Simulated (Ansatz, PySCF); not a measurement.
CH₈FNOSi₂, SMILES O[SiH2]N[SiH2]CF. Atoms are numbered in the order given.

```xyz
14

O      2.3771     1.0981     1.4092
Si     1.9932    -0.1660     0.3904
N      0.4277    -0.0036    -0.3450
Si    -1.0020    -0.9877    -0.2063
C     -2.4817     0.2071    -0.2656
F     -2.3095     1.0132    -1.3985
H      1.7680     1.2664     2.1380
H      3.0796    -0.1336    -0.6190
H      1.9461    -1.4706     1.1111
H      0.3183     0.7621    -1.0115
H     -0.9744    -1.7267     1.0878
H     -1.1650    -1.9658    -1.3226
H     -2.5134     0.8605     0.6250
H     -3.4557    -0.3086    -0.3410
```

Geometry: B3LYP-D3(BJ)/def2-SVP. This is a generated structure with no PubChem entry under its InChIKey; it may be hypothetical. Other conformers were not sampled.

Two levels are set side by side: PBE-D3(BJ)/def2-SVP (Ansatz, a quantum-chemistry and plane-wave program) and B3LYP-D3(BJ)/def2-SVP (Ansatz). Each level has its own optimised geometry; the coordinates shown are those of the second. Frequencies come from the Hessian of PySCF at each geometry. Differences are taken from unrounded values.

```json
[
 {"quantity": "mean bond length (Å)", "B3LYP-D3(BJ)": "1.431", "PBE-D3(BJ)": "1.441", "PBE-D3(BJ) minus B3LYP-D3(BJ)": "0.010"},
 {"quantity": "bond O1–Si2 (Å)", "B3LYP-D3(BJ)": "1.668", "PBE-D3(BJ)": "1.681", "PBE-D3(BJ) minus B3LYP-D3(BJ)": "0.013"},
 {"quantity": "bond Si2–N3 (Å)", "B3LYP-D3(BJ)": "1.737", "PBE-D3(BJ)": "1.746", "PBE-D3(BJ) minus B3LYP-D3(BJ)": "0.009"},
 {"quantity": "bond N3–Si4 (Å)", "B3LYP-D3(BJ)": "1.741", "PBE-D3(BJ)": "1.751", "PBE-D3(BJ) minus B3LYP-D3(BJ)": "0.010"},
 {"quantity": "bond Si4–C5 (Å)", "B3LYP-D3(BJ)": "1.903", "PBE-D3(BJ)": "1.910", "PBE-D3(BJ) minus B3LYP-D3(BJ)": "0.007"},
 {"quantity": "bond C5–F6 (Å)", "B3LYP-D3(BJ)": "1.401", "PBE-D3(BJ)": "1.405", "PBE-D3(BJ) minus B3LYP-D3(BJ)": "0.004"},
 {"quantity": "bond O1–H7 (Å)", "B3LYP-D3(BJ)": "0.965", "PBE-D3(BJ)": "0.973", "PBE-D3(BJ) minus B3LYP-D3(BJ)": "0.009"},
 {"quantity": "bond Si2–H8 (Å)", "B3LYP-D3(BJ)": "1.483", "PBE-D3(BJ)": "1.497", "PBE-D3(BJ) minus B3LYP-D3(BJ)": "0.014"},
 {"quantity": "bond Si2–H9 (Å)", "B3LYP-D3(BJ)": "1.491", "PBE-D3(BJ)": "1.506", "PBE-D3(BJ) minus B3LYP-D3(BJ)": "0.014"},
 {"quantity": "bond N3–H10 (Å)", "B3LYP-D3(BJ)": "1.021", "PBE-D3(BJ)": "1.028", "PBE-D3(BJ) minus B3LYP-D3(BJ)": "0.007"},
 {"quantity": "bond Si4–H11 (Å)", "B3LYP-D3(BJ)": "1.491", "PBE-D3(BJ)": "1.504", "PBE-D3(BJ) minus B3LYP-D3(BJ)": "0.014"},
 {"quantity": "bond Si4–H12 (Å)", "B3LYP-D3(BJ)": "1.493", "PBE-D3(BJ)": "1.507", "PBE-D3(BJ) minus B3LYP-D3(BJ)": "0.014"},
 {"quantity": "bond C5–H13 (Å)", "B3LYP-D3(BJ)": "1.105", "PBE-D3(BJ)": "1.114", "PBE-D3(BJ) minus B3LYP-D3(BJ)": "0.009"},
 {"quantity": "bond C5–H14 (Å)", "B3LYP-D3(BJ)": "1.105", "PBE-D3(BJ)": "1.114", "PBE-D3(BJ) minus B3LYP-D3(BJ)": "0.009"},
 {"quantity": "highest harmonic wavenumber (cm⁻¹)", "B3LYP-D3(BJ)": "3868", "PBE-D3(BJ)": "3756", "PBE-D3(BJ) minus B3LYP-D3(BJ)": "-112"},
 {"quantity": "mean harmonic wavenumber (cm⁻¹)", "B3LYP-D3(BJ)": "1162", "PBE-D3(BJ)": "1127", "PBE-D3(BJ) minus B3LYP-D3(BJ)": "-35"},
 {"quantity": "zero-point energy (kcal/mol)", "B3LYP-D3(BJ)": "59.82", "PBE-D3(BJ)": "58.01", "PBE-D3(BJ) minus B3LYP-D3(BJ)": "-1.81"}
]
```

Exact exchange shortens and stiffens bonds; PBE has none. Differences between two approximate levels are no errors against the true value.
